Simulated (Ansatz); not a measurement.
Cost and result for the atomization energy of F$_{3}$OSi (`[O][Si](F)(F)F`) radical (5 atoms, 4 bonds).

Z-matrix (Å, degrees):
```
Si
O 1 1.650
F 1 1.564 2 105.6
F 1 1.565 2 111.4 3 120.0
F 1 1.565 2 111.7 3 -119.9
```

Total charge 0; spin multiplicity 2. The geometry is a stationary point of PBE0-D4/def2-TZVP. Program: Ansatz. All runs use 4 threads of an Arm Neoverse V2 on a shared host. Times are those of one run each, without the atoms' runs, and a repeat can differ threefold. Electronic energies, without spin–orbit coupling; frozen cores. CCSD(T)/CBS adds CCSD(T) − MP2 in def2-TZVPP to the MP2 limit, and its time is that of the two runs behind it. T1 = 0.012; ⟨S²⟩ of the reference is 0.76. B3LYP takes the VWN-RPA correlation (the form of Gaussian; ORCA's B3LYP/G).

CCSD(T)/CBS is a level of theory with its own doubt, some kJ/mol a heavy atom from the limit and from the frozen cores, so smaller differences don't rank the functionals.

| level | functions | wall time |
| --- | --- | --- |
| B3LYP-D4/def2-TZVPP (with forces) | 166 | 7 s |
| CCSD(T)/def2-SVP | 74 | 7 s |
| PBE-QIDH/def2-TZVPP | 166 | 7.5 s |
| RPA@PBE/def2-TZVPP | 166 | 7.5 s |
| PBE0-D4/def2-TZVPP | 166 | 7.5 s |
| B2PLYP/def2-TZVPP | 166 | 8.5 s |
| BHLYP-D4/def2-TZVPP | 166 | 9 s |
| r2SCAN-D4/def2-TZVPP (with forces) | 166 | 14 s |
| B97M-V/def2-TZVPP | 166 | 21 s |
| MP2/def2-QZVPP | 298 | 27 s |
| ωB97M-V/def2-TZVPP (with forces) | 166 | 33 s |
| CCSD(T)/def2-TZVPP | 166 | 2.5 min |
| CCSD(T)/CBS(def2) | – | 2.9 min |

(1) What atomization energy does each give, and how far from CCSD(T)/CBS? (Best estimate.)

Results:

(1) The calculation gave: 
```json
{"level": "B3LYP-D4/def2-TZVPP (with forces)", "atomization (kcal/mol)": "513.1", "difference from CCSD(T)/CBS": "-10.9", "per bond": "-2.7"}
{"level": "CCSD(T)/def2-SVP", "atomization (kcal/mol)": "464.3", "difference from CCSD(T)/CBS": "-59.7", "per bond": "-14.9"}
{"level": "PBE-QIDH/def2-TZVPP", "atomization (kcal/mol)": "512.0", "difference from CCSD(T)/CBS": "-12.0", "per bond": "-3.0"}
{"level": "RPA@PBE/def2-TZVPP", "atomization (kcal/mol)": "466.2", "difference from CCSD(T)/CBS": "-57.8", "per bond": "-14.4"}
{"level": "PBE0-D4/def2-TZVPP", "atomization (kcal/mol)": "510.2", "difference from CCSD(T)/CBS": "-13.8", "per bond": "-3.5"}
{"level": "B2PLYP/def2-TZVPP", "atomization (kcal/mol)": "514.5", "difference from CCSD(T)/CBS": "-9.5", "per bond": "-2.4"}
{"level": "BHLYP-D4/def2-TZVPP", "atomization (kcal/mol)": "491.3", "difference from CCSD(T)/CBS": "-32.7", "per bond": "-8.2"}
{"level": "r2SCAN-D4/def2-TZVPP (with forces)", "atomization (kcal/mol)": "524.2", "difference from CCSD(T)/CBS": "0.2", "per bond": "0.0"}
{"level": "B97M-V/def2-TZVPP", "atomization (kcal/mol)": "522.4", "difference from CCSD(T)/CBS": "-1.6", "per bond": "-0.4"}
{"level": "MP2/def2-QZVPP", "atomization (kcal/mol)": "545.2", "difference from CCSD(T)/CBS": "21.2", "per bond": "5.3"}
{"level": "ωB97M-V/def2-TZVPP (with forces)", "atomization (kcal/mol)": "520.4", "difference from CCSD(T)/CBS": "-3.6", "per bond": "-0.9"}
{"level": "CCSD(T)/def2-TZVPP", "atomization (kcal/mol)": "505.6", "difference from CCSD(T)/CBS": "-18.4", "per bond": "-4.6"}
{"level": "CCSD(T)/CBS(def2)", "atomization (kcal/mol)": "524.0", "difference from CCSD(T)/CBS": "0.0", "per bond": "0.0"}
```

From r2SCAN to r2SCAN0 (25 % exact exchange), in def2-TZVPP and without D4, the atomization energy moves by −17.8 kcal/mol: exact exchange takes away binding that semilocal exchange gives to molecules. Leaving LDA and LC-ωPBE aside and taking each functional with its dispersion term where it has one, the values, not all of them listed here, spread over 36.9 kcal/mol, from BHLYP-D4 to PBE-D4. LDA lies +78.3 kcal/mol from PBE without D4, its usual overbinding. The D4 term adds +3.5 kcal/mol with B3LYP and +1.8 kcal/mol with PBE0; it sums over pairs of atoms, weighted by their polarisabilities, and B3LYP, whose exchange is more repulsive, gets the larger term.
